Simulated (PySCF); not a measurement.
hydrogen sulfate (HO₄S), SMILES O=S(=O)([O-])O, charge -1. Atoms are numbered in the order given.

```xyz
6

O      1.4349    -0.2715    -0.5528
S     -0.1513     0.0272     0.0290
O      0.0635     0.0045     1.5075
O     -0.9438    -1.1019    -0.5110
O     -0.4965     1.3538    -0.5341
H      1.9569    -0.3144     0.2593
```
Charge -1, spin multiplicity 1.

Geometry optimised at B3LYP-D3(BJ)/def2-SVPD. One conformer was computed; it need not be the lowest.

These are PySCF with B3LYP/pcSseg-1 values and carry that method's errors.

GIAO shieldings, no solvent; atoms listed in one row are averaged. δ = σ(ref) − σ: ¹⁷O against H2O (σ = 333.8 ppm); ³³S against H2S (σ = 695.8 ppm); ¹H against TMS (σ = 31.68 ppm), references at their B3LYP-D3(BJ)/def2-TZVP geometries, non-relativistic.

```csv
nucleus,atoms,count,δ (ppm)
¹⁷O,O3,1,261.5
¹⁷O,O5,1,259.1
¹⁷O,O4,1,257.3
¹⁷O,O1,1,239.5
³³S,S2,1,585.8
¹H,H6,1,3.43
```
